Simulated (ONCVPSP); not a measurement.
Reading a pseudo-wave (aluminium (Al))

Columns: radius, all-electron u(r) and pseudo u(r) of the 2p shell (level -78.09 eV) of aluminium in the configuration [He] 2s2 2p6 3s2; LDA (Perdew-Zunger), scalar-relativistic, ONCV scheme, ONCVPSP 4.0.1.

```csv
r (bohr),all-electron,pseudo
0.050,0.1259,0.0368
0.100,0.3714,0.1427
0.150,0.6260,0.3046
0.200,0.8445,0.5031
0.250,1.0119,0.7158
0.300,1.1271,0.9199
0.350,1.1968,1.0958
0.400,1.2281,1.2285
0.450,1.2297,1.3114
0.500,1.2085,1.3423
0.550,1.1709,1.3271
0.600,1.1220,1.2750
0.650,1.0653,1.1968
0.700,1.0041,1.1046
0.750,0.9408,1.0086
0.800,0.8770,0.9162
0.850,0.8140,0.8324
0.900,0.7528,0.7588
0.950,0.6939,0.6947
1.000,0.6379,0.6378
1.050,0.5850,0.5850
1.100,0.5354,0.5353
1.150,0.4890,0.4889
1.200,0.4459,0.4459
1.250,0.4060,0.4060
1.300,0.3692,0.3692
```

(1) How many radial nodes do the two functions have?

(2) At about which radius was the pseudo-wave matched?

(3) Is the pseudo-wave norm-conserving?

Results:

(1) The all-electron 2p function has n − l − 1 = 0; the pseudo-wave has 0.

(2) 1.00 bohr, where the columns begin to agree (steps of 0.05 bohr).

(3) Yes: the ONCV scheme keeps the norm inside the radius equal to the all-electron one, which fixes the energy derivative of the logarithmic derivative at the level.
